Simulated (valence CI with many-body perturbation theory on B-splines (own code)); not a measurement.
The numbers below are computed, except where a source is named.
## Hf XLII: magnetic and hyperfine properties of the levels

Level of theory: relativistic CI+MBPT: three valence electrons over a frozen Dirac-Fock core [Ar] 3d10, radial functions for each j: 11 s, 11 p, 9 d, 7 f, 5 g, 2 h, 1 i, with the one-electron correlation potential Σ1 (screened to all orders), the two-electron term Σ2, the three-electron term Σ3, Breit, model QED; selected single and double excitations, second order for the rest (own B-spline code, finite nucleus).

No measured spectrum was set against this ion. As an estimate, large intervals hold to a few tenths of a per cent, small ones and those within an open d or f shell to about a per cent.

A/g_I is the dipole constant over the nuclear g factor μ/I (μ in nuclear magnetons, uniformly magnetised nucleus), B/Q the quadrupole constant per barn. Both hold the static response of the core; the bare values leave it out. Large factors of s and p1/2 electrons are usually good to 5 to 10 %; those of open d and f shells near neutrality can be off by tens of per cent, and small factors of p3/2, d and f electrons come from cancelling terms and can be off by a factor of two or in sign, in half-filled shells by more. B is blank for J = 1/2, where it vanishes, and for nearly pure S terms. Energies count from the lowest level.

Levels are named by their leading jj configuration (3d3/2^4 stands for four electrons in 3d with j = 3/2), which in mixed levels can hold well under half, so a name can repeat and another be missing. Letters in brackets count levels of one name in rising energy.

```tsv
Level	E (Ry)	g	A/g_I (MHz)	A/g_I bare	B/Q (MHz/b)	B/Q bare
(4s^2 4p1/2) J=1/2	0.000	0.660	444000	430000		
(4s^2 4p3/2) J=3/2	6.232	1.329	53700	51700	106000	103000
(4s 4p1/2^2) J=1/2	6.738	2.211	1340000	1290000		
(4s 4p1/2 4p3/2) J=3/2 [a]	12.058	1.661	325000	314000	86200	83300
(4s 4p1/2 4p3/2) J=5/2	12.644	1.363	392000	379000	70600	68300
(4s 4p1/2 4p3/2) J=3/2 [b]	13.481	0.972	7370	7180	72700	70300
(4s 4p1/2 4p3/2) J=1/2	13.672	1.226	-457000	-441000		
(4s^2 4d3/2) J=3/2	17.501	0.829	15600	15800	10500	10500
(4s 4p3/2^2) J=5/2	18.154	1.349	188000	182000	9080	8930
(4s^2 4d5/2) J=5/2	19.334	1.276	152000	147000	48900	47600
(4s 4p3/2^2) J=1/2	19.904	1.886	1380000	1330000		
(4s 4p3/2^2) J=3/2	20.176	1.188	-201000	-194000	-23200	-22600
(4p1/2^2 4p3/2) J=3/2	20.260	1.326	48200	47100	99100	95800
(4s 4p1/2 4d3/2) J=3/2 [a]	22.822	0.499	-124000	-119000	22500	22000
(4s 4p1/2 4d3/2) J=5/2	23.294	1.045	353000	342000	1380	1690
(4s 4p1/2 4d3/2) J=1/2	24.228	0.387	-552000	-533000		
(4s 4p1/2 4d3/2) J=3/2 [b]	24.284	1.310	338000	327000	14100	13800
(4s 4p1/2 4d5/2) J=5/2 [a]	24.684	1.335	115000	112000	14500	14300
(4s 4p1/2 4d5/2) J=7/2	25.043	1.250	261000	253000	-439	-59.2
(4s 4p1/2 4d5/2) J=3/2	25.251	1.258	-215000	-207000	-10400	-9890
(4s 4p1/2 4d5/2) J=5/2 [b]	25.338	1.136	61800	60500	11900	11700
(4p1/2 4p3/2^2) J=5/2	26.629	1.100	102000	98600	35900	34900
(4p1/2 4p3/2^2) J=3/2	26.762	1.247	-84800	-81400	29800	28900
(4p1/2 4p3/2^2) J=1/2	26.897	0.660	434000	419000		
(4s 4p3/2 4d3/2) J=5/2 [a]	29.620	1.220	170000	165000	42000	40600
(4s 4p3/2 4d3/2) J=3/2 [a]	29.651	1.336	214000	207000	-7050	-7030
(4s 4p3/2 4d3/2) J=1/2 [a]	29.655	2.320	711000	687000		
(4s 4p3/2 4d3/2) J=7/2	29.762	1.255	192000	186000	92900	89900
(4s^2 4f5/2) J=5/2	30.044	0.918	22700	22400	15000	14200
(4s 4p3/2 4d5/2) J=9/2	30.215	1.330	178000	172000	129000	125000
(4s 4p3/2 4d3/2) J=3/2 [b]	30.585	0.997	-11600	-10700	-58600	-56600
(4s^2 4f7/2) J=7/2	30.669	1.208	58700	57400	-4680	-5010
(4p1/2^2 4d3/2) J=3/2	30.775	0.767	26800	26100	18300	18000
(4s 4p3/2 4d5/2) J=5/2 [a]	31.036	1.348	272000	264000	-57100	-55200
(4s 4p3/2 4d5/2) J=3/2 [a]	31.180	1.207	-68200	-65100	-64000	-61900
(4s 4p3/2 4d3/2) J=1/2 [b]	31.254	0.589	158000	154000		
(4s 4p3/2 4d5/2) J=7/2 [a]	31.551	1.173	19700	19500	115000	111000
(4s 4p3/2 4d3/2) J=5/2 [b]	31.770	0.960	-48000	-45800	43300	42000
(4s 4p3/2 4d5/2) J=1/2	32.362	0.687	-381000	-367000		
(4s 4p3/2 4d5/2) J=7/2 [b]	32.459	1.189	66400	64800	56000	54300
```

(1) Take the isotope of mass number 179, with I = 9/2, μ = -0.6389 μN and Q = 3.79 b. What is the hyperfine structure of (4s 4p1/2 4p3/2) J=5/2?

## Answers

(1) From the table A = -55600 MHz, B = 268000 MHz. Shifts from the centre of gravity in MHz: F = 2: 887000, F = 3: 640000, F = 4: 342000, F = 5: 19100, F = 6: -294000, F = 7: -558000.
